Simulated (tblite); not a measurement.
Species: C₆H₇O (doublet state).
Numbering: `[CH2:1][C:2](=[O:3])[C:4](=[CH2:5])[CH:6]=[CH2:7]` (hydrogens: H8, H9 on C1; H10, H11 on C5; H12 on C6; H13, H14 on C7)

Cartesian coordinates in Å at the GFN2-xTB level; atoms count from 1:
```
atom  x, y, z in Å
C1     1.559   -1.096    0.016
C2     1.236    0.278    0.146
O3     2.048    1.114    0.551
C4    -0.134    0.676   -0.316
C5    -0.273    1.786   -1.048
C6    -1.269   -0.156    0.052
C7    -1.259   -1.053    1.033
H8     0.902   -1.785   -0.482
H9     2.533   -1.436    0.323
H10    0.581    2.396   -1.290
H11   -1.233    2.115   -1.412
H12   -2.178    0.024   -0.508
H13   -0.383   -1.222    1.641
H14   -2.129   -1.640    1.272
```

Structure optimised with GFN2-xTB, isolated species. This method treats the open shell by occupation alone, without spin polarisation.

Take the most abundant isotopes and a rigid rotor. The values belong to one conformer with, in the numbering `[CH2:1][C:2](=[O:3])[C:4](=[CH2:5])[CH:6]=[CH2:7]`, H–C1–C2–O3 -170° and 3°, C1–C2–C4–C5 -136°, C2–C4–C6–C7 18°.

(1) What are A, B and C (GHz)?

(2) Classify the top.

(3) Is it planar, by Δ = Ic − Ia − Ib?

(4) Estimate the classical rotational partition function at 100 K, 298.15 K and 500 K.

Results:

(1) Ia = 139.60, Ib = 192.82, Ic = 290.91 u·Å²; 505379 MHz·u·Å²/I gives 3620, 2621 and 1737 MHz, that is A = 3.6202, B = 2.6209, C = 1.7373 GHz.

(2) An asymmetric top; Ray's κ = -0.061.

(3) Not planar: Δ = Ic − Ia − Ib = -41.52 u·Å². For a rigid frame Δ = −2 Σ m c², so Σ m c² = 20.76 u·Å² lies off the ab plane: 3.91 from hydrogen and 16.85 from heavier atoms. The atom farthest from that plane is 1.43 Å away.

(4) Point group C1, symmetry number σ = 1; q = (√π/σ)·√((kT/h)³/(ABC)), k/h = 20836.6 MHz/K: 41500 at 100 K, 214000 at 298.15 K, 464000 at 500 K.

For this open shell read J as N, the rotation without spin; fine and hyperfine splittings come on top. Its GFN2-xTB frequencies are all real (lowest 68 cm⁻¹). Constants of a rigid frame at the computed geometry: no zero-point averaging, no centrifugal distortion.

The run took 0.45 s wall on Arm Neoverse V1, one thread, no GPU, on a shared host. This is the geometry optimisation.
